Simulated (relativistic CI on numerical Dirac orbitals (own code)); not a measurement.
Method of calculation: Dirac-Coulomb-Breit CI, orbitals from a KLI potential per configuration, model QED (radiative potential, 1s self-energy scaled to tabulated hydrogen-like ionisation energies), unscaled Slater integrals (own radial code, finite nucleus).

CI space (outside the closed core [Ar]): 3d¹⁰4s, 3d¹⁰4p, 3d¹⁰4d, 3d¹⁰4f, 3d¹⁰5s, 3d¹⁰5p, 3d¹⁰5d, 3d¹⁰5f, 3d¹⁰5g, 3d¹⁰6s, 3d¹⁰6p, 3d¹⁰6d, 3d⁹4s², 3d¹⁰6f, 3d¹⁰7s, 3d⁹4s4p, 3d¹⁰8s, 3d⁹4s4d, 3d⁹4s4f, 3d⁹4s5s, 3d⁹4s5p, 3d⁹4s5d, 3d⁹4s5f. Double excitations out of closed p, d and f shells are left out; levels of such configurations are missing from the list, as are those of other unlisted configurations, and high levels can miss mixing partners.

At this charge energies of transitions that change n are usually good to better than 1 %, and those within a shell (Δn = 0) to a few per cent.

Outline of the computed level scheme of Ba XXVIII. Lowest level of each configuration: 3d¹⁰4s ²S1/2 at 0.000 eV; 3d¹⁰4p ²P°1/2 at 56.953 eV; 3d¹⁰4d ²D3/2 at 171.879 eV; 3d¹⁰4f ²F°5/2 at 274.848 eV; 3d¹⁰5s ²S1/2 at 403.796 eV; 3d¹⁰5p ²P°1/2 at 430.687 eV; 3d¹⁰5d ²D3/2 at 483.643 eV; 3d¹⁰5f ²F°5/2 at 528.774 eV; 3d¹⁰5g ²G7/2 at 546.738 eV.

Some strong electric-dipole decays among the lowest 16 levels: 3d¹⁰5g ²G9/2 → 3d¹⁰4f ²F°7/2 (3.0e+12 s⁻¹); 3d¹⁰5g ²G7/2 → 3d¹⁰4f ²F°5/2 (2.9e+12 s⁻¹); 3d¹⁰5f ²F°7/2 → 3d¹⁰4d ²D5/2 (1.3e+12 s⁻¹); 3d¹⁰5f ²F°5/2 → 3d¹⁰4d ²D3/2 (1.2e+12 s⁻¹); 3d¹⁰5s ²S1/2 → 3d¹⁰4p ²P°3/2 (1.1e+12 s⁻¹); 3d¹⁰5d ²D5/2 → 3d¹⁰4p ²P°3/2 (6.7e+11 s⁻¹); 3d¹⁰5p ²P°1/2 → 3d¹⁰4s ²S1/2 (6.2e+11 s⁻¹); 3d¹⁰5p ²P°1/2 → 3d¹⁰4d ²D3/2 (5.8e+11 s⁻¹).

LS names give the leading component of a level, which can be under half, so a name can repeat, a term be missing and a line seem to break the LS rules.
